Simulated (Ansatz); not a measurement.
`[Cl][InH][Cl]` + `[CH3][InH][C]#N` → `[Cl][InH2]` + `[CH3][In]([Cl])[C]#N`  (redistribution)

Isolated molecules relaxed with PBE0-D4/def2-TZVP in Ansatz; ΔE leaves out vibrations. CCSD(T)/CBS adds triple-zeta CCSD(T) − MP2 to the extrapolated MP2 energy (def2 sets, frozen cores). DFT in def2-TZVPP. HSE06 is defined as in plane-wave codes. def2 core potentials past Kr. For In outer-core shells are correlated without core-valence functions, which leaves a few kJ/mol of doubt a bond.

`[Cl][InH][Cl]`:

Z-matrix (Å, degrees):
```
In
Cl 1 2.312
Cl 1 2.312 2 111.9
H 1 1.694 2 124.1 3 -180.0
```

`[CH3][InH][C]#N`:

Cartesian coordinates in Å:
```
C -1.158 0.456 0.682
In 0.691 -0.537 0.317
C 1.415 -0.242 -1.685
N 1.785 -0.069 -2.765
H -1.038 1.521 0.475
H -1.497 0.321 1.707
H -1.912 0.065 -0.004
H 1.714 -1.515 1.273
```

`[Cl][InH2]`:

```xyz
4

Cl   -1.055    1.699    0.581
In    0.132   -0.212   -0.073
H    -0.735   -1.650    0.223
H     1.659    0.163   -0.732
```

`[CH3][In]([Cl])[C]#N`:

Cartesian coordinates in Å:
```
C 0.588 -0.165 -1.382
In 0.089 -0.159 0.679
Cl 1.397 -1.247 2.258
C -1.575 0.771 1.599
N -2.498 1.297 2.049
H -0.166 -0.730 -1.930
H 1.565 -0.626 -1.517
H 0.601 0.859 -1.756
```

Task: Is it downhill or uphill in electronic energy at CCSD(T)/CBS, and by how much? (Estimate.)

Result: Computed: Downhill: ΔE = -1.1 kcal/mol.

Task: What do these levels give: LDA (SPW92), PBE-D4, B97M-V, HSE06-D4, CAM-B3LYP-D4, ωB97X-V, ωB97M-V, PBE, PBE0, CCSD/def2-SVP, CCSD(T)/def2-SVP, HF/CBS(def2)? (An estimate is asked.)

Result: Computed: LDA (SPW92) -1.1, PBE-D4 -1.3, B97M-V -1.3, HSE06-D4 -1.1, CAM-B3LYP-D4 -1.1, ωB97X-V -1.0, ωB97M-V -0.9, PBE -1.2, PBE0 -1.1, CCSD/def2-SVP -1.5, CCSD(T)/def2-SVP -1.6, HF/CBS(def2) -0.8 kcal/mol.

Largest T1 diagnostic among the species: 0.014.

Leaving LDA and LC-ωPBE aside and taking each functional with its dispersion term where it has one, the values, not all of them listed here, spread over 0.5 kcal/mol, from BLYP-D4 to ωB97M-V.
